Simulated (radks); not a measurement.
All-electron atom: S in [Ne] 3s2 3p4. Calculated with a radial shooting solver on a logarithmic mesh with Libxc functionals: non-relativistic Kohn-Sham, BLYP, spin-polarised, spherical densities, point nucleus; open shells are filled with parallel spins first.

Local quantities along the radius. ELF = 1/(1 + alpha^2) is the electron localisation function; alpha = (tau - tau_W)/tau_unif compares the Pauli kinetic energy density with that of the uniform gas (summed over spins); r v_xc is r times the local exchange-correlation potential of spin up (hartree bohr).

| r (bohr) | ELF | alpha | r v_xc |
|---|---|---|---|
| 0.007456 | 1.000 | 0.01180 | -0.1341 |
| 0.009555 | 1.000 | 0.01292 | -0.1581 |
| 0.01224 | 1.000 | 0.01452 | -0.1873 |
| 0.01569 | 1.000 | 0.01688 | -0.2220 |
| 0.02011 | 1.000 | 0.02048 | -0.2626 |
| 0.02577 | 0.999 | 0.02627 | -0.3086 |
| 0.03302 | 0.999 | 0.03617 | -0.3586 |
| 0.04231 | 0.997 | 0.05450 | -0.4097 |
| 0.05422 | 0.992 | 0.09188 | -0.4575 |
| 0.06948 | 0.970 | 0.1767 | -0.4958 |
| 0.08833 | 0.875 | 0.3774 | -0.5188 |
| 0.1132 | 0.566 | 0.8753 | -0.5278 |
| 0.1451 | 0.266 | 1.660 | -0.5316 |
| 0.1859 | 0.255 | 1.709 | -0.5633 |
| 0.2382 | 0.508 | 0.9846 | -0.6791 |
| 0.3052 | 0.769 | 0.5482 | -0.7954 |
| 0.3911 | 0.858 | 0.4066 | -0.8538 |
| 0.5012 | 0.838 | 0.4395 | -0.8364 |
| 0.6423 | 0.573 | 0.8626 | -0.7487 |
| 0.8231 | 0.125 | 2.650 | -0.6586 |
| 1.055 | 0.179 | 2.140 | -0.6694 |
| 1.352 | 0.724 | 0.6177 | -0.8672 |
| 1.718 | 0.866 | 0.3928 | -0.9151 |
| 2.202 | 0.829 | 0.4548 | -0.8664 |
| 2.822 | 0.670 | 0.7024 | -0.7433 |
| 3.616 | 0.360 | 1.332 | -0.5952 |
| 4.634 | 0.096 | 3.070 | -0.4596 |
| 5.938 | 0.012 | 9.015 | -0.3084 |
| 7.609 | 0.001 | 36.61 | -0.2087 |

On this mesh the ELF has minima near r = 0.16, 0.93 bohr, which separate the shells, and maxima near 0.44 (0.86), 1.7 (0.87).

Self-consistent cycle (total energy in hartree, residual of the potential): 1: -398.054335, 1e+00; 2: -398.097098, 9e-01; 3: -398.127133, 3e-02; 4: -398.127499, 1e-02; 5: -398.127503, 5e-03; 6: -398.127509, 2e-03; 7: -398.127510, 8e-05; 8: -398.127510, 7e-06; 9: -398.127510, 5e-06; 10: -398.127510, 2e-06; 11: -398.127510, 5e-07; 12: -398.127510, 4e-10.
